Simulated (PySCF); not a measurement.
Mg (magnesium, neutral) across methods

[Ne] 3s1 3d1, high-spin 3D determinant (an excited configuration). All numbers are calculated (PySCF 2.14, no relativity, point nucleus, in aug-cc-pV5Z (8s7p5d4f3g2h, 131 functions)).

```tsv
method	E (hartree)	mean ε 2p β (eV)	mean ε 3s α (eV)	mean ε 3d α (eV)	Σ⟨r²⟩ (bohr²)	⟨S²⟩
PBE	-199.7432	-51.185	-7.430	-0.506	56.68	2.000
PBE0	-199.7578	-55.214	-8.235	-0.751	57.21	2.000
LDA	-198.9168	-51.318	-7.559	-0.378	56.37	2.000
UHF	-199.41589	-66.201	-10.255	-1.214	59.03	2.000
r2SCAN	-199.8348	-52.589	-7.636	-0.393	57.09	2.000
revPBE	-199.8271	-51.140	-7.373	-0.555	56.85	2.000
```

The outer electron is Rydberg-like, and this basis confines it to a smaller radius and binds it less than a complete one would.
